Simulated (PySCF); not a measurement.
C2H8GaNS.
Atom-mapped SMILES: `[CH3:1][NH:2][GaH:3][S:4][CH3:5]` (hydrogens: H6, H7, H8 on C1; H9 on N2; H10 on Ga3; H11, H12, H13 on C5)

Method used: PBE0-D3(BJ)/def2-SVP geometry optimisation, gas phase in PySCF 2.14.0.

What internal coordinates does the optimisation give?

| bond | length (Å) | order |
| --- | --- | --- |
| C1–N2 | 1.441 | single |
| N2–Ga3 | 1.811 | single |
| Ga3–S4 | 2.201 | single |
| S4–C5 | 1.827 | single |
| C1–H6, C1–H7, C1–H8 | 1.104 | single |
| N2–H9 | 1.014 | single |
| Ga3–H10 | 1.559 | single |
| C5–H11, C5–H12, C5–H13 | 1.099 | single |

Bonds in one row agree within 0.01 Å and their mean is given. Orders are formal, as drawn. A selection of angles:
| angle | degrees |
| --- | --- |
| N2–C1–H6 | 110.1 |
| N2–C1–H7 | 112.7 |
| H6–C1–H7 | 106.8 |
| C1–N2–Ga3 | 126.9 |
| C1–N2–H9 | 113.7 |
| Ga3–N2–H9 | 119.4 |
| N2–Ga3–S4 | 114.5 |
| N2–Ga3–H10 | 123.3 |
| S4–Ga3–H10 | 122.1 |
| Ga3–S4–C5 | 102.0 |
| S4–C5–H11 | 108.7 |
| S4–C5–H13 | 112.2 |
| H11–C5–H12 | 108.9 |

Dihedral angles: C1–N2–Ga3–S4 -1° (synperiplanar); N2–Ga3–S4–C5 179° (antiperiplanar). The mirror-image conformer, all signs reversed, is as good.

Ga3 (gallium bonded to N, S and H) is planar (angles 123.3°, 122.1° and 114.5°, sum 360.0°, 0.00 Å off the plane of its three neighbours). N2 (nitrogen bonded to C, Ga and H) is planar (angles 126.9°, 119.4° and 113.7°, sum 360.0°, 0.01 Å off the plane of its three neighbours). Of the pairs four or more bonds apart, S4···H6 is among the closest relative to their van der Waals radii: 2.99 Å, 100 % of the sum of Bondi's values. The 5 heavy atoms lie in one plane (0.012 Å rms).

Point group: near Cs, missed by 0.30 Å at most; the miss may be what the optimiser left on a soft mode. Stationary, but not proved a minimum. The numbers are those of one conformer.
